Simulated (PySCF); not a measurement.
CuCl, SMILES [Cl][Cu], multiplicity 1.

The structure is a stationary point at PBE0-D3(BJ)/def2-TZVPD. The spin state was assumed, not searched.

Two levels are set side by side: PBE/def2-TZVPD (PySCF) and B3LYP/def2-TZVPD (PySCF). Same geometry, gas phase. Differences are taken from unrounded values.

```csv
quantity,B3LYP
orbital gap (eV),3.91
highest occupied level (eV),-7.35
lowest empty level (eV),-3.43
dipole moment (D),4.99
mean polarisability (bohr³),38.6
```

Task: What does PBE give, and how far is it from B3LYP? (The exact figures need the calculation; the answer reports its results.)

Result: 
```
quantity                       PBE  PBE minus B3LYP
---------------------------  -----  ---------------
orbital gap (eV)              2.08            -1.83
highest occupied level (eV)  -6.09             1.26
lowest empty level (eV)      -4.01            -0.57
dipole moment (D)             4.53            -0.46
mean polarisability (bohr³)   41.7              3.1
```

PBE's occupied levels lie high since its potential decays too fast outside the molecule; exact exchange lowers them and widens the gap. PBE's more diffuse valence density responds more strongly to a field. Differences between two approximate levels are no errors against the true value.

Rough cost on one machine, each run with all the roots and properties that it gave: B3LYP against PBE within a factor of 2.
